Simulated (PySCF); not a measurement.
**Exercise with solution: oscillator strength and radiative lifetime**

aminosilylcyclopropane (C3H9NSi), SMILES C1(CC1)[SiH2]N.

Coordinates come from a B3LYP-D3(BJ)/def2-SVP optimisation. Other conformers were not sampled.

TDDFT-PBE/def2-SVPD in PySCF puts the first singlet state with f over 0.02 at 5.56 eV (vertical), with the transition dipole (-0.366, 0.237, 0.156) in atomic units.

### Question
Find the oscillator strength, the wavelength and the radiative lifetime that this transition would have in vacuum if emission retraced absorption.

### Answer

|μ|² = 0.2145 au, so |μ| = 1.18 D. ΔE = 5.56/27.211 = 0.2043 hartree. f = (2/3) ΔE |μ|² = 0.029 (the program prints 0.029).
λ = 1239.84/5.56 = 223 nm; ν = 44844 cm⁻¹.
Einstein's coefficient A = 0.6670 ν² f s⁻¹ (ν in cm⁻¹) = 3.9e7 s⁻¹, so τ = 1/A = 26 ns. This state is S1. The figure is the radiative limit of this one transition; relaxation, internal conversion, crossing to triplets and a medium change what is measured.
